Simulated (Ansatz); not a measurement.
Reactions of BH4NOSi (`NB1O[SiH2]1`).

Computed with Ansatz on PBE0-D4/def2-TZVP structures; ΔE is electronic, products minus reactants. CCSD(T)/CBS adds triple-zeta CCSD(T) − MP2 to the extrapolated MP2 energy (def2 sets, frozen cores). DFT in def2-TZVPP. For Ge outer-core shells are correlated without core-valence functions, which leaves a few kJ/mol of doubt a bond. Scalar relativity is left out up to krypton. One conformer a species, not always the lowest.

| reaction | r2SCAN-D4 (kJ/mol) | PBE-D4 (kJ/mol) | PBE0-D4 (kJ/mol) |
| --- | --- | --- | --- |
| `NB1O[SiH2]1` + `CC(O)=S` → `B1O[SiH2]1` + `NCC(O)=S` | 194 | 188 | 190 |
| `NB1O[SiH2]1` + `C[BH][GeH3]` → `[GeH3][B]1O[SiH2]1` + `CBN` | -43 | -46 | -43 |
| `NB1O[SiH2]1` + `OC(O)(F)O[SiH3]` → `NB1O[SiH]1F` + `OC(O)O[SiH3]` | -153 | -151 | -150 |
| `NB1O[SiH2]1` + `C=C=CCl` → `ClB1O[SiH2]1` + `C=C=CN` | 15 | 15 | 15 |

Task: Give the CCSD(T)/CBS values in the same order. (Best estimate.)

Result: Ansatz gave: 186, -47, -165, 17 kJ/mol.

Largest T1 diagnostic: 0.017, for `B1O[SiH2]1`.
